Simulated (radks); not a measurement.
Excited configurations of Hf I: one electron is placed in a higher orbital outside [Xe] 4f14 5d1 6s2. The ground configuration is [Xe] 4f14 5d2 6s2. Method: scalar-relativistic Kohn-Sham, r2SCAN, spin-polarised, spherical densities, finite nucleus; open shells are filled with parallel spins first (spin-orbit coupling, left out, can overturn this in heavy ions); meta-GGA in the generalised Kohn-Sham scheme; Fermi nuclear charge, rms radius 5.347 fm; computed with a radial shooting solver on a logarithmic mesh with Libxc functionals. Excitation = E - E(ground); binding = E(ion) - E, where the ion is the core of charge +1; n* = 1/sqrt(2 binding) in atomic units, and the quantum defect is n - n*.

outer orbital  excitation (eV)  binding (eV)  quantum defect  eigenvalue (eV)  <r> (bohr)
6p                       2.171         4.763           4.310           -2.652       4.433
6d                       5.419         1.516           3.004           -0.698       10.66
7s                       4.424         2.510           4.672           -1.568       8.605
7p                       5.164         1.770           4.227           -1.063       11.41
7d                       6.017         0.917           3.148           -0.523       20.58
7f                       6.498         0.436           1.413           -0.270       45.26

The Delta-SCF ionisation energy is 6.934 eV (NIST Atomic Spectra Database: 6.825 eV, measured). Self-interaction in the functional shifts the binding energies and quantum defects, so they are the method's values and not measured ones. Open shells are spherical and high-spin; term and fine-structure splittings are not resolved. Spin-orbit splitting is averaged out at the scalar-relativistic level.
